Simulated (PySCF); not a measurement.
Working out the ionisation energy of Nb⁺

Nb⁺ [Kr] 4d4 (5D) → Nb²⁺ [Kr] 4d3 (4F). All numbers are calculated (PySCF 2.14, scalar relativity by spin-free X2C-1e, in x2c-TZVPPall). Frozen: [Ar] 3d10. Energies in hartree (1 hartree = 27.21139 eV):

| part | Nb⁺ (lower) | Nb²⁺ (upper) |
| --- | --- | --- |
| UHF | -3817.015336 | -3816.535099 |
| CCSD correlation | -0.293841 | -0.261182 |
| (T) | -0.007104 | -0.005267 |

Question: What does Hartree-Fock give?

Answer: (-3816.535099) − (-3817.015336) = 0.480237 hartree = 13.068 eV.

Question: What do CCSD and CCSD(T) give?

Answer: The CCSD correlation energies differ by 0.032659 hartree = 0.889 eV and the triples by 0.001837 hartree = 0.050 eV, so CCSD gives 13.957 eV and CCSD(T) 14.007 eV.

Reference: 14.32 eV (semi-empirical (NIST evaluation); NIST Atomic Spectra Database, ionization energies), between the lowest levels; spin-orbit coupling is absent from the calculation.

What remains against the reference includes basis incompleteness, the frozen core and higher excitations.
